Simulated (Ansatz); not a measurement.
Geometry optimisation, RKS PBE/def2-SVP in Ansatz.

Input file:

```yaml
crystal:
  periodic: [false, false, false]
  atoms:
    - { symbol: Hf, position_ang: [-0.198291, -0.360888, 0.189825] }
    - { symbol: Cl, position_ang: [-0.040247, -0.018778, 2.657737] }
    - { symbol: O, position_ang: [1.519707, -0.656015, -0.663755] }
    - { symbol: H, position_ang: [2.086144, -1.122872, -1.292717] }
    - { symbol: O, position_ang: [-1.259732, 0.980439, -0.701276] }
    - { symbol: H, position_ang: [-1.729061, 1.526581, -1.345696] }
    - { symbol: O, position_ang: [-1.153544, -2.013776, -0.014368] }
    - { symbol: H, position_ang: [-1.747849, -2.743663, -0.224083] }
    - { symbol: "N", position_ang: [1.568324, 2.412477, 1.049497] }
    - { symbol: H, position_ang: [2.537898, 2.17182, 0.818533] }
    - { symbol: Si, position_ang: [0.942106, 3.982394, 0.579398] }
    - { symbol: H, position_ang: [1.052444, 4.108101, -0.917103] }
    - { symbol: H, position_ang: [-0.49734, 4.053436, 1.005361] }
    - { symbol: H, position_ang: [1.658253, 5.17798, 1.17316] }
    - { symbol: H, position_ang: [1.340886, 2.048864, 2.000187] }
basis:
  gaussian: { orbitals: def2-SVP }
hamiltonian:
  xc: pbe
relax:
  f_tol: 0.03
  max_steps: 50
output:
  orbitals: {}
```

Command:

```bash
$ ansatz run input.yaml --threads 4 --pin off --max-ram 5120MiB --backend cpu --events-out ev --progress --plain --runs-dir out
```

**Question.** Where does it end, and by what steps?

**Answer.** It converged. After 13 steps the energy has fallen by 0.517 eV; O5 moved furthest, 0.58 Å. Joined: Hf1–N9 (3.40 → 2.46 Å).

| step | energy less start (eV) | largest force component (eV/Å) | accepted |
| --- | --- | --- | --- |
| 0 | 0.0000 | 0.833 | yes |
| 1 | -0.1279 | 0.627 | yes |
| 2 | -0.2886 | 0.690 | yes |
| 3 | -0.3679 | 0.610 | yes |
| 4 | -0.4327 | 0.624 | yes |
| 5 | -0.4384 | 0.266 | yes |
| 6 | -0.4624 | 0.245 | yes |
| 7 | -0.4900 | 0.416 | yes |
| 8 | -0.4875 | 0.427 | no |
| 9 | -0.5117 | 0.089 | yes |
| 10 | -0.5156 | 0.094 | yes |
| 11 | -0.5167 | 0.084 | yes |
| 12 | -0.5157 | 0.261 | no |
| 13 | -0.5173 | 0.029 | yes |

```xyz
15
Properties=species:S:1:pos:R:3
Hf 0.019 0.072 0.333
Cl -0.173 -0.135 2.755
O 1.784 -0.302 -0.497
H 2.034 -1.081 -1.020
O -1.026 1.493 -0.563
H -1.807 1.498 -1.139
O -0.958 -1.516 -0.195
H -1.462 -2.332 -0.302
N 1.335 2.043 0.980
H 2.259 1.807 0.585
Si 0.758 3.667 0.440
H 0.782 3.708 -1.054
H -0.595 3.914 1.025
H 1.703 4.723 0.961
H 1.429 1.987 2.007
```

Whether the end is a true minimum wasn't checked by a vibrational analysis.

Run time: 60 s on 4 threads of Intel(R) Xeon(R) Platinum 8259CL CPU @ 2.50GHz (Skylake/Cascade Lake), on a shared host, peak memory 0.28 GiB.
